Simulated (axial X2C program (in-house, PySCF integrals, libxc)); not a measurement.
**Correcting the dissociation energy of RbI⁺ for spin–orbit coupling**

A spin-free CCSD(T) curve (one-electron X2C) was computed with an in-house all-electron X2C program for linear molecules (integrals from PySCF), basis I dyall-cv3z [11s12p8d4f1g], Rb dyall-cv3z [12s13p8d4f1g] (cores contracted in-house), for the state M_S = 1/2, Λ = 1 (beyond evenly filled blocks: π+α, π+β, π-α). It gives D0 = 0.232 eV to I + Rb+, which in a spin-free picture are the weighted means of the ground terms.

Correlated methods: 15 electrons correlated (number of frozen shells: I 4 s, 3 p, 2 d; Rb 3 s, 2 p, 1 d), 311 virtual spin orbitals or spinors in MP2, 90 natural virtuals in coupled cluster.

Measured levels of the ground terms (NIST Handbook of Basic Atomic Spectroscopic Data), in cm⁻¹: I 2P: J = 3/2 at 0, J = 1/2 at 7603.1; Rb+ 1S: J = 0 at 0.

The two components of the molecular doublet are 1765 cm⁻¹ apart in the PBE0 2c search (Ω = 3/2 lower), so the lower one lies 882 cm⁻¹ under their mean.

Problem. How far does each ground level lie under the (2J+1)-weighted mean of its term?

Solution. I: (4 × 0 + 2 × 7603.1)/6 = 2534 cm⁻¹; Rb+: a single level, 0.

Problem. Correct D0.

Solution. D0 = 0.232 + (882 − 2534)/8065.5 = 0.027 eV at CCSD(T) with these spin–orbit terms. The direct two-component run gives 0.238 eV; the difference holds second-order terms in the molecule, scalar two-electron terms, the gap between measured and computed atomic splittings (a 2c atom can miss part of its lowering) and, in coupled cluster, the truncation of each run.

Second-order spin–orbit effects in the molecule, which grow quickly with Z, are left out. The state is a single determinant with fixed occupations, the lowest that a limited PBE0 search found. De is counted from the lowest determinant-based energies of the atoms at the same level, without counterpoise correction. CCSD and (T) use frozen natural virtuals with an MP2 correction for the truncation; (T) itself is uncorrected, so its De runs slightly low. Other states lie close and PBE0, whose exact exchange favours high spin, may order them wrongly; the determinant shown need not be the ground state. The nearest other spin-free determinant of the search, M_S = 1/2, Λ = 0, lies 0.25 eV up at the distance of the search.
